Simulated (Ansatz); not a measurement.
# A geometry optimisation of AlBGaH3Si with B3LYP-D3(BJ)/def2-SVP

The starting geometry of this gas-phase singlet was optimised with GFN2-xTB.

```csv
atom,x (Å),y (Å),z (Å)
Al,-0.0271,-0.1498,-1.6586
B,-1.1532,-1.0804,-0.2624
Ga,-1.4708,1.8567,-0.5565
Si,-0.2179,0.1423,0.9543
H,-1.2308,-2.2618,-0.2223
H,0.9589,-0.2228,-3.0272
H,0.0497,-0.3116,2.3894
```

**Question.** Where would you expect an optimisation with B3LYP-D3(BJ)/def2-SVP to take it?

**Answer.** It rearranges, giving a structure given below by its coordinates. Distances that change by over a tenth: Al1–Si4 (2.64 → 2.29 Å). Contacts that open: Al1–Ga3 (2.71 → 3.23 Å), Ga3–Si4 (2.61 → 3.43 Å). Contacts that close: B2–Ga3 (2.97 → 2.23 Å).

The energy falls by 1.03 eV over 16 steps:

```json
{"step": "1", "E − E(last) (eV)": "1.029"}
{"step": "3", "E − E(last) (eV)": "0.627"}
{"step": "4", "E − E(last) (eV)": "0.410"}
{"step": "6", "E − E(last) (eV)": "0.204"}
{"step": "8", "E − E(last) (eV)": "0.086"}
{"step": "9", "E − E(last) (eV)": "0.040"}
{"step": "11", "E − E(last) (eV)": "0.004"}
{"step": "13", "E − E(last) (eV)": "0.000"}
{"step": "14", "E − E(last) (eV)": "0.000"}
{"step": "16", "E − E(last) (eV)": "0.000"}
```

Final geometry (Å):

```csv
atom,x (Å),y (Å),z (Å)
Al,0.4990,-0.2381,-1.4460
B,-1.0926,-0.8048,-0.2367
Ga,-2.5018,0.8074,-0.8449
Si,0.3382,-0.1317,0.8341
H,-2.1944,-1.3411,-0.1767
H,1.2595,-0.0295,-2.8185
H,0.6011,-0.2895,2.3055
```

Frequencies at the end are all real (lowest 48 cm⁻¹). Run with Ansatz 0.2.0, 62 s on 1 thread of Arm Neoverse V2 (shared host).
